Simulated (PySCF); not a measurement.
CH5F2GeNO, singlet, at a GFN2-xTB geometry; CASSCF(4,5)/STO-3G (PySCF).

PySCF was given this input:
```python
from pyscf import gto, scf, mcscf
import numpy

mol = gto.M(
    atom='''
C    -2.31738173   -0.51081539   -0.84745858
O    -1.29467727    0.41421520   -0.49135864
Ge    0.27786205    0.06776249    0.07851875
N     1.33946345   -0.94365479   -0.95583615
F     0.87218338    1.64088214    0.42982359
F     0.23969894   -0.72394855    1.61100082
H    -1.98696096   -1.18484901   -1.63905071
H    -2.63261943   -1.09913738    0.01503449
H    -3.15338299    0.09115650   -1.20398983
H     2.15698092   -1.32138294   -0.49710570
H     1.60292067   -0.54983507   -1.84843409
''',
    basis='sto-3g',
    verbose=4,
)

mf = scf.RHF(mol)
mf.kernel()
mc = mcscf.CASSCF(mf, 5, 4)
mc.kernel()
occ = numpy.linalg.eigvalsh(mc.fcisolver.make_rdm1(mc.ci, mc.ncas, mc.nelecas))[::-1]
ss = mc.fcisolver.spin_square(mc.ci, mc.ncas, mc.nelecas)[0]
print('natural occupations', occ.round(4), ' <S^2>', round(ss, 4))
```

Output, abridged:

```
PySCF version 2.14.0

[INPUT] verbose = 4
[INPUT] num. atoms = 11
[INPUT] num. electrons = 76
[INPUT] charge = 0
[INPUT] spin (= nelec alpha-beta = 2S) = 0
[INPUT] symmetry False subgroup None
[INPUT] Mole.unit = angstrom
[INPUT] Symbol           X                Y                Z      unit          X                Y                Z       unit  Magmom
[...]
nuclear repulsion = 546.936638889985
number of shells = 28
number of NR pGTOs = 144
number of NR cGTOs = 48
basis = sto-3g
ecp = {}

******** <class 'pyscf.scf.hf.RHF'> ********
method = RHF
initial guess = minao
damping factor = 0
level_shift factor = 0
DIIS = <class 'pyscf.scf.diis.CDIIS'>
diis_start_cycle = 1
diis_space = 8
diis_damp = 0
SCF conv_tol = 1e-09
SCF conv_tol_grad = None
SCF max_cycles = 50
direct_scf = True
direct_scf_tol = 1e-13
Set gradient conv threshold to 3.16228e-05
Initial guess from minao.
init E= -2413.50824771357
[...]
cycle= 1 E= -2415.63981233481  delta_E= -2.13  |g|= 0.565  |ddm|=    4
[...]
cycle= 2 E= -2415.78039081193  delta_E= -0.141  |g|= 0.141  |ddm|=    1
[...]
cycle= 3 E= -2415.78945908541  delta_E= -0.00907  |g|= 0.0452  |ddm|= 0.263
[...]
cycle= 4 E= -2415.79068438397  delta_E= -0.00123  |g|= 0.0119  |ddm|= 0.0997
[...]
cycle= 5 E= -2415.79079838236  delta_E= -0.000114  |g|= 0.00253  |ddm|= 0.0376
[...]
cycle= 6 E= -2415.79080366118  delta_E= -5.28e-06  |g|= 0.000558  |ddm|= 0.00832
[...]
cycle= 7 E= -2415.79080393437  delta_E= -2.73e-07  |g|= 0.000131  |ddm|= 0.00203
[...]
cycle= 8 E= -2415.79080395051  delta_E= -1.61e-08  |g|= 4.04e-05  |ddm|= 0.000459
[...]
cycle= 9 E= -2415.79080395205  delta_E= -1.53e-09  |g|= 7.79e-06  |ddm|= 0.000158
[...]
cycle= 10 E= -2415.7908039521  delta_E= -5.14e-11  |g|= 2.56e-06  |ddm|= 2.52e-05
[...]
Extra cycle  E= -2415.7908039521  delta_E= -2.73e-12  |g|= 1.22e-06  |ddm|= 5.75e-06
converged SCF energy = -2415.7908039521

******** <class 'pyscf.mcscf.mc1step.CASSCF'> ********
CAS (2e+2e, 5o), ncore = 36, nvir = 7
max_cycle_macro = 50
max_cycle_micro = 4
conv_tol = 1e-07
conv_tol_grad = None
orbital rotation max_stepsize = 0.02
orbital rotation threshold for CI restart = 0.01
augmented hessian ah_max_cycle = 30
augmented hessian ah_conv_tol = 1e-12
augmented hessian ah_linear dependence = 1e-14
augmented hessian ah_level shift = 1e-08
augmented hessian ah_start_tol = 2.5
augmented hessian ah_start_cycle = 3
augmented hessian ah_grad_trust_region = 3
kf_trust_region = 3
kf_interval = 4
ci_response_space = 4
[...]
CASCI E = -2415.79358480532  S^2 = 0.0000000
[...]
macro iter   7 ( 18 JK    4 micro), CASSCF E = -2415.82584136262  dE = -4.16472159e-04  S^2 = 0.0000000
               |grad[o]|=0.00459  |grad[c]|=0.0055  |ddm|=0.00229  |maxRot[o]|=0.119
macro iter   8 ( 15 JK    4 micro), CASSCF E = -2415.82600451574  dE = -1.63153121e-04  S^2 = 0.0000000
               |grad[o]|=0.00274  |grad[c]|=0.00345  |ddm|=0.00119  |maxRot[o]|=0.0306
macro iter   9 ( 17 JK    4 micro), CASSCF E = -2415.82603725338  dE = -3.27376320e-05  S^2 = 0.0000000
               |grad[o]|=0.00119  |grad[c]|=0.0012  |ddm|=0.00107  |maxRot[o]|=0.124
macro iter  10 ( 21 JK    4 micro), CASSCF E = -2415.82606157864  dE = -2.43252675e-05  S^2 = 0.0000000
               |grad[o]|=0.000511  |grad[c]|=0.00167  |ddm|=0.00142  |maxRot[o]|=0.306
macro iter  11 ( 21 JK    4 micro), CASSCF E = -2415.82610347330  dE = -4.18946547e-05  S^2 = 0.0000000
               |grad[o]|=0.000302  |grad[c]|=0.00233  |ddm|=0.000855  |maxRot[o]|=0.306
macro iter  12 (  5 JK    1 micro), CASSCF E = -2415.82611081381  dE = -7.34050673e-06  S^2 = 0.0000000
               |grad[o]|=0.000367  |grad[c]|=0.00194  |ddm|=0.000312  |maxRot[o]|=0.0576
macro iter  13 (  4 JK    1 micro), CASSCF E = -2415.82611309660  dE = -2.28279532e-06  S^2 = 0.0000000
               |grad[o]|=0.000155  |grad[c]|=0.00114  |ddm|=0.000223  |maxRot[o]|=0.0372
macro iter  14 (  3 JK    1 micro), CASSCF E = -2415.82611382354  dE = -7.26935014e-07  S^2 = 0.0000000
               |grad[o]|=9.43e-05  |grad[c]|=0.000607  |ddm|=0.000127  |maxRot[o]|= 0.02
macro iter  15 (  3 JK    1 micro), CASSCF E = -2415.82611411919  dE = -2.95653990e-07  S^2 = 0.0000000
               |grad[o]|=5.26e-05  |grad[c]|=0.000408  |ddm|=8.19e-05  |maxRot[o]|=0.0134
macro iter  16 (  3 JK    1 micro), CASSCF E = -2415.82611422173  dE = -1.02537797e-07  S^2 = 0.0000000
               |grad[o]|=3.51e-05  |grad[c]|=0.00024  |ddm|=4.46e-05  |maxRot[o]|=0.00792
macro iter  17 (  1 JK    1 micro), CASSCF E = -2415.82611422180  dE = -7.09405867e-11  S^2 = 0.0000000
               |grad[o]|=2.06e-05  |grad[c]|=1.11e-05  |ddm|=3.61e-06  |maxRot[o]|=    0
1-step CASSCF converged in  17 macro (223 JK  48 micro) steps
CASSCF canonicalization
Density matrix diagonal elements [1.96757473 1.97558719 0.01922427 0.02266591 0.01494789]
CASSCF energy = -2415.82611422180
CASCI E = -2415.82611422180  E(CI) = -4.53014981799151  S^2 = 0.0000000
natural occupations [1.9762e+00 1.9676e+00 3.4200e-02 2.1600e-02 3.0000e-04]  <S^2> 0.0
```
